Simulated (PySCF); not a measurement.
Below is a simulated gas-phase Si 2p photoelectron spectrum of `C[NH][GeH2][O][SiH3]`.

Every computed line was given a Gaussian of 0.6 eV full width at half maximum and an area set by the number of equivalent atoms (split 2:1 within a doublet); the highest printed point is 100. Computed, not measured: PySCF 2.14.0, delta-SCF UKS SCAN, pcX-2 on the ionised atom, pcseg-1 elsewhere, spin-free X2C.

```
binding energy (eV)  intensity
              106.2          0
              106.3          1
              106.4          3
              106.5          9
              106.6         19
              106.7         35
              106.8         57
              106.9         80
              107.0         96
              107.1        100
              107.2         92
              107.3         79
              107.4         67
              107.5         60
              107.6         57
              107.7         53
              107.8         46
              107.9         35
              108.0         23
              108.1         13
              108.2          6
              108.3          3
              108.4          1
              108.5          0
```

Question: Count the maxima, the lines and the sites behind this envelope.

Answer: The curve has 1 maximum (at 107.1 eV). Under it lie 2 lines from 1 inequivalent silicon site, drawn as a 2p3/2, 2p1/2 pair. At this width some lines have no maximum of their own.

Question: Decompose the envelope and assign each component. Numbering: `[CH3:1][NH:2][GeH2:3][O:4][SiH3:5]`.

Answer: 
```
position (eV)  relative area      line  atoms           environment
       107.06           0.67  Si 2p3/2    Si5  oxygen-bound silicon
       107.69           0.33  Si 2p1/2    Si5  oxygen-bound silicon
```

Shake-up satellites, vibrational structure and lifetime widths aren't simulated. Spin–orbit and ligand-field terms were added within each 2p shell after the spin-free SCF. 2p1/2 minus 2p3/2 (ligand field included): Si 0.62 eV. One conformer (not necessarily the lowest) at the PBE0-D3(BJ)/def2-SVP geometry, without solvent, vibrations or thermal averaging.

Conformer computed: `[CH3:1][NH:2][GeH2:3][O:4][SiH3:5]`: C1–N2–Ge3–O4 -74°, N2–Ge3–O4–Si5 -9°.
